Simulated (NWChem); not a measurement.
SiNH4OF; SMILES N[SiH](O)F

```xyz
8

Si    -0.0321    -0.0035    -0.3396
N     -0.3947    -1.5560     0.2345
O      1.4887     0.3708     0.1852
F     -0.9897     1.1845     0.2378
H     -0.2242     0.0280    -1.8082
H     -1.0813    -2.1522    -0.2083
H     -0.1412    -1.8656     1.1645
H      1.6564     1.3044     0.3430
```
Atoms are numbered in this order, from 1.

Computed with NWChem. All runs use the structure optimised with PBE0/def2-SVP.

Task: Predict the results for HCTH/407/def2-SVP. Quantities: highest occupied level (eV); orbital gap (eV); dipole (D).

Result: The highest occupied level (eV) is -6.35 and the orbital gap (eV) comes out as 6.80. The dipole (D) comes out as 0.89.
